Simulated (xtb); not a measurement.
C4H10O2, triplet, at the geometry of the source list (a higher spin typed on purpose: for a closed-shell molecule this is an excited state); xtb 6.7.1 with GFN1-xTB.

Here is a job for xtb.
```
$ xtb mol.xyz --gfn 1 --uhf 2 --json

# file mol.xyz
16

C      2.71370000     0.69860000    -0.02800000
O      1.44120000     0.34540000     0.44290000
C      0.72900000    -0.46100000    -0.46200000
C     -0.67420000    -0.70520000     0.07440000
O     -1.47700000     0.41840000    -0.18900000
C     -2.76110000     0.31140000     0.36370000
H      3.33360000    -0.19090000    -0.20480000
H      3.17080000     1.31310000     0.74430000
H      2.65050000     1.27010000    -0.96250000
H      1.24560000    -1.42710000    -0.59160000
H      0.65550000     0.03230000    -1.44200000
H     -1.10360000    -1.59660000    -0.41340000
H     -0.61520000    -0.89110000     1.15660000
H     -3.29860000    -0.55590000    -0.04340000
H     -2.72020000     0.21420000     1.45580000
H     -3.28990000     1.22420000     0.09910000
```

It wrote (shortened):

```
   ID    Z sym.   atoms
    1    6 C      1, 3, 4, 6
    2    8 O      2, 5
    3    1 H      7-16

           -------------------------------------------------
          |                Calculation Setup                |
           -------------------------------------------------

           -------------------------------------------------
          |                 G F N 1 - x T B                 |
           -------------------------------------------------

          ...................................................
          :                      SETUP                      :
          :.................................................:
          :  # basis functions                  44          :
          :  # atomic orbitals                  44          :
          :  # shells                           32          :
          :  # electrons                        38          :
          :  # halogen bonds                     0          :
          :  max. iterations                   250          :
          :  Hamiltonian                  GFN1-xTB          :
          :  restarted?                      false          :
          :  GBSA solvation                  false          :
          :  PC potential                    false          :
          :  electronic temp.          300.0000000     K    :
          :  accuracy                    1.0000000          :
          :  -> integral cutoff          0.2500000E+02      :
          :  -> integral neglect         0.1000000E-07      :
          :  -> SCF convergence          0.1000000E-05 Eh   :
          :  -> wf. convergence          0.2000000E-04 e    :
          :  Broyden damping             0.4000000          :
          :  net charge                          0          :
          :  unpaired electrons                  2          :
          ...................................................

 iter      E             dE          RMSdq      gap      omega  full diag
   1    -23.0411174 -0.230411E+02  0.672E+00    0.13       0.0  T
   2    -23.0961013 -0.549839E-01  0.412E+00    0.10       1.0  T
   3    -23.0156474  0.804538E-01  0.178E+00    0.10       1.0  T
   4    -22.9382741  0.773733E-01  0.148E+00    0.50       1.0  T
   5    -22.9253766  0.128975E-01  0.148E+00    0.47       1.0  T
   6    -23.1035371 -0.178160E+00  0.584E-01    0.16       1.0  T
   7    -23.0995558  0.398127E-02  0.748E-01    0.23       1.0  T
   8    -23.1201157 -0.205600E-01  0.257E-01    0.22       1.0  T
   9    -23.1020216  0.180941E-01  0.541E-01    0.22       1.0  T
  10    -23.1254851 -0.234635E-01  0.863E-02    0.21       1.0  T
  11    -23.1129293  0.125558E-01  0.400E-01    0.21       1.0  T
  12    -23.1260809 -0.131516E-01  0.348E-02    0.21       1.0  T
  13    -23.1261621 -0.812201E-04  0.112E-02    0.21       2.2  T
  14    -23.1261569  0.522794E-05  0.139E-02    0.21       1.8  T
  15    -23.1261689 -0.120699E-04  0.653E-03    0.21       3.8  T
  16    -23.1261724 -0.345016E-05  0.576E-04    0.21      43.4  T
  17    -23.1261723  0.438413E-07  0.912E-04    0.21      27.4  T
  18    -23.1261724 -0.667285E-07  0.111E-05    0.21    2259.3  T
  19    -23.1261724 -0.799005E-11  0.449E-06    0.21    5562.2  T

   *** convergence criteria satisfied after 19 iterations ***

 transition dipole moment (au) for excitation:          19          20
     X       Y       Z
  -0.0062   0.1325   0.0441  total (au/Debye):    0.140   0.355
 dE (eV)             :    8.859
 oscillator strength :  0.59973E-02

         :::::::::::::::::::::::::::::::::::::::::::::::::::::
         ::                     SUMMARY                     ::
         :::::::::::::::::::::::::::::::::::::::::::::::::::::
         :: total energy             -22.926863000830 Eh    ::
         :: gradient norm              0.038331720761 Eh/a0 ::
         :: HOMO-LUMO gap              0.209365861567 eV    ::
         ::.................................................::
         :: SCC energy               -23.126172413558 Eh    ::
         :: -> electrostatic           0.053099618352 Eh    ::
         :: repulsion energy           0.203866334920 Eh    ::
         :: dispersion energy         -0.004556922193 Eh    ::
         :: halogen bond corr.         0.000000000000 Eh    ::
         :: add. restraining           0.000000000000 Eh    ::
         :: total charge              -0.000000000000 e     ::
         :::::::::::::::::::::::::::::::::::::::::::::::::::::

           -------------------------------------------------
          |                Property Printout                |
           -------------------------------------------------

    * Orbital Energies and Occupations

         #    Occupation            Energy/Eh            Energy/eV
      -------------------------------------------------------------
         1        2.0000           -0.8177008             -22.2508
       ...           ...                  ...                  ...
         8        2.0000           -0.6204754             -16.8840
         9        2.0000           -0.6118355             -16.6489
        10        2.0000           -0.5906283             -16.0718
        11        2.0000           -0.5903337             -16.0638
        12        2.0000           -0.5641296             -15.3507
        13        2.0000           -0.5260763             -14.3153
        14        2.0000           -0.5215324             -14.1916
        15        2.0000           -0.5022009             -13.6656
        16        2.0000           -0.4991726             -13.5832
        17        2.0000           -0.4953873             -13.4802
        18        1.6613           -0.4639128             -12.6237
        19        1.3387           -0.4626417             -12.5891
        20        0.9829           -0.1370645              -3.7297 (HOMO)
        21        0.0171           -0.1293704              -3.5203 (LUMO)
        22        0.0000           -0.1212888              -3.3004
        23                         -0.1103172              -3.0019
        24                         -0.0914388              -2.4882
        25                         -0.0849455              -2.3115
        26                         -0.0606846              -1.6513
        27                         -0.0560950              -1.5264
        28                         -0.0511936              -1.3930
        29                         -0.0466025              -1.2681
        30                          0.0499120               1.3582
        31                          0.0588066               1.6002
       ...                                ...                  ...
        44                          0.4266505              11.6098
      -------------------------------------------------------------
                  HL-Gap            0.0076941 Eh            0.2094 eV
             Fermi-level           -0.2982474 Eh           -8.1157 eV

  Mulliken/CM5 charges         n(s)   n(p)   n(d)
     1C     0.19938  0.07808   1.013  2.787  0.000
     2O    -0.35901 -0.46621   1.707  4.652  0.000
     3C     0.20546  0.12772   1.017  2.777  0.000
     4C     0.20546  0.12771   1.017  2.777  0.000
     5O    -0.35901 -0.46621   1.707  4.652  0.000
     6C     0.19938  0.07807   1.013  2.787  0.000
     7H    -0.02921  0.02937   1.029  0.000  0.000
     8H     0.00061  0.06152   0.999  0.000  0.000
     9H    -0.02356  0.03517   1.024  0.000  0.000
    10H     0.00714  0.06927   0.993  0.000  0.000
    11H    -0.00080  0.06508   1.001  0.000  0.000
    12H     0.00715  0.06929   0.993  0.000  0.000
    13H    -0.00080  0.06508   1.001  0.000  0.000
    14H    -0.02921  0.02936   1.029  0.000  0.000
    15H    -0.02357  0.03517   1.024  0.000  0.000
    16H     0.00061  0.06152   0.999  0.000  0.000

Wiberg/Mayer (AO) data.
largest (>0.10) Wiberg bond orders for each atom

 ---------------------------------------------------------------------------
     #   Z sym  total        # sym  WBO       # sym  WBO       # sym  WBO
 ---------------------------------------------------------------------------
     1   6 C    3.786 --     2 O    0.971     8 H    0.965     9 H    0.890
                             7 H    0.890
     2   8 O    2.053 --     1 C    0.971     3 C    0.967
     3   6 C    3.863 --     4 C    0.980     2 O    0.967    11 H    0.911
                            10 H    0.910
     4   6 C    3.863 --     3 C    0.980     5 O    0.967    13 H    0.911
                            12 H    0.910
     5   8 O    2.053 --     6 C    0.971     4 C    0.967
     6   6 C    3.786 --     5 O    0.971    16 H    0.965    15 H    0.891
                            14 H    0.890
     7   1 H    1.063 --     1 C    0.890
     8   1 H    1.057 --     1 C    0.965
     9   1 H    1.061 --     1 C    0.890
    10   1 H    1.060 --     3 C    0.910
    11   1 H    1.114 --     3 C    0.911
    12   1 H    1.060 --     4 C    0.910
    13   1 H    1.114 --     4 C    0.911
    14   1 H    1.063 --     6 C    0.890
    15   1 H    1.061 --     6 C    0.891
    16   1 H    1.058 --     6 C    0.965
 ---------------------------------------------------------------------------

Topologies differ in total number of bonds
Writing topology from bond orders to xtbtopo.mol

 dipole moment from electron density (au)
     X       Y       Z
   0.0357  -0.7602  -0.2527  total (Debye):    2.038

           -------------------------------------------------
          | TOTAL ENERGY              -22.926863000830 Eh   |
          | GRADIENT NORM               0.038331720761 Eh/α |
          | HOMO-LUMO GAP               0.209365861567 eV   |
           -------------------------------------------------

normal termination of xtb
```
